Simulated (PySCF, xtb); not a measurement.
H5P, SMILES [H][P@TB7]([H])([H])([H])[H].

Harmonic wavenumbers (cm⁻¹) from GFN2-xTB run with xtb 6.7.1 at its own minimum, in rising order: 516, 517, 1119, 1191, 1191, 1444, 1444, 1773, 1804, 2306, 2365, 2365.

**Question.** What does PySCF with PBE-D3(BJ)/def2-TZVPD give at its own minimum? (The exact figures need the calculation; the answer reports its results.)

**Answer.** 449, 449, 1136, 1203, 1203, 1397, 1397, 1799, 1893, 2219, 2224, 2224. Paired by order, the mean absolute difference is 63 cm⁻¹ and the zero-point energies are 25.8 and 25.2 kcal/mol.
